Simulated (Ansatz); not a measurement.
Geometry optimisation, RKS PBE/def2-SVP (Ansatz 0.2.0).

Input file:

```yaml
crystal:
  periodic: [false, false, false]
  atoms:
    - { symbol: Ta, position_ang: [-0.509263, -0.09659, 0.185116] }
    - { symbol: "N", position_ang: [2.818698, 0.192039, 0.398226] }
    - { symbol: H, position_ang: [3.092392, 0.936917, 1.052194] }
    - { symbol: H, position_ang: [3.368134, 0.330847, -0.460281] }
    - { symbol: "N", position_ang: [-0.409086, -0.043011, 2.189733] }
    - { symbol: H, position_ang: [-0.058154, -0.671612, 2.91825] }
    - { symbol: H, position_ang: [-0.622098, 0.874636, 2.61589] }
    - { symbol: "N", position_ang: [-0.008535, -0.841205, -1.619333] }
    - { symbol: H, position_ang: [-0.801817, -0.987203, -2.269784] }
    - { symbol: H, position_ang: [0.79813, -1.37659, -1.964652] }
    - { symbol: F, position_ang: [-0.004155, 1.739685, 0.042364] }
    - { symbol: F, position_ang: [-2.344897, -0.491865, -0.045582] }
    - { symbol: Si, position_ang: [0.906767, -2.182625, 0.754292] }
    - { symbol: H, position_ang: [-0.012482, -3.400428, 0.812703] }
    - { symbol: H, position_ang: [1.961382, -2.583667, -0.262692] }
    - { symbol: H, position_ang: [1.636931, -2.217964, 2.092947] }
    - { symbol: H, position_ang: [3.131854, -0.712064, 0.81591] }
basis:
  gaussian: { orbitals: def2-SVP }
hamiltonian:
  xc: pbe
relax:
  f_tol: 0.03
  max_steps: 50
```

Command:

```bash
$ ansatz run input.yaml --threads 4 --pin off --max-ram 5120MiB --backend cpu --events-out ev --progress --plain --runs-dir out
```

Q: Where does it end, and by what steps?

A: The run converged. The force dipped under the threshold on the way, but the program's further checks kept it going. After 20 steps the energy has fallen by 0.695 eV; H16 moved furthest, 1.07 Å. Joined: Ta1–N2 (3.35 → 2.37 Å).

```csv
step,energy less start (eV),largest force component (eV/Å),accepted
0,0.0000,0.820,yes
1,-0.0918,0.904,yes
2,-0.2534,0.850,yes
3,-0.4426,0.853,yes
4,-0.5211,1.706,yes
5,-0.6114,0.420,yes
6,-0.6061,0.553,no
7,-0.6373,0.209,yes
8,-0.6485,0.154,yes
9,-0.6611,0.119,yes
10,-0.6632,0.334,yes
11,-0.6761,0.161,yes
12,-0.6626,0.280,no
13,-0.6861,0.085,yes
14,-0.6908,0.042,yes
15,-0.6903,0.229,no
16,-0.6929,0.028,yes
17,-0.6934,0.121,yes
18,-0.6937,0.090,yes
19,-0.6950,0.030,yes
20,-0.6951,0.029,yes
```

```xyz
17
Properties=species:S:1:pos:R:3
Ta -0.106 -0.019 0.257
N 2.235 0.300 0.117
H 2.540 0.932 0.869
H 2.489 0.747 -0.775
N -0.015 0.085 2.268
H 0.162 -0.631 2.978
H -0.142 1.002 2.724
N 0.315 -0.789 -1.583
H -0.489 -1.192 -2.086
H 1.151 -1.258 -1.951
F 0.149 1.904 0.283
F -1.947 -0.333 -0.069
Si 0.765 -2.501 0.919
H 0.015 -3.646 0.265
H 2.205 -2.701 0.437
H 0.842 -2.859 2.397
H 2.775 -0.574 0.205
```

Whether the end is a true minimum wasn't checked by a vibrational analysis.

Time of the run: 70 s on 4 threads of Arm Neoverse V2, on a shared host, peak memory 0.27 GiB.
